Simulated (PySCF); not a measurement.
H₂OSi, SMILES O[SiH] (connectivity only; charge and spin as stated), neutral, multiplicity 1.

Geometry optimised at PBE0-D3(BJ)/def2-TZVP.

Lowest vertical singlet excitation by several levels in PySCF, with rough processor times relative to the cheapest run on one machine. Each run also gave further roots (ADC and EOM-CCSD ionised and attached states too); roots are paired by order and the bases differ. EOM-CCSD serves as a yardstick, not as the true value; all levels that ended soundly for this molecule are listed, with differences from unrounded values.

```tsv
level	relative cost
TDA-PBE0/def2-TZVPD	1
ADC(2)/aug-cc-pVDZ	2
EOM-CCSD/aug-cc-pVDZ	2
TDDFT-LC-ωPBE/def2-TZVPD	2
```

Problem. Give S1 at each level and its distance from EOM-CCSD. (Estimate from the structure and the level; the computed values follow.)

Solution. 
| level | S1 (eV) | S1 minus EOM-CCSD (eV) |
|---|---|---|
| TDA-PBE0/def2-TZVPD | 3.37 | -0.05 |
| ADC(2)/aug-cc-pVDZ | 3.45 | 0.03 |
| EOM-CCSD/aug-cc-pVDZ | 3.42 | 0.00 |
| TDDFT-LC-ωPBE/def2-TZVPD | 3.22 | -0.21 |
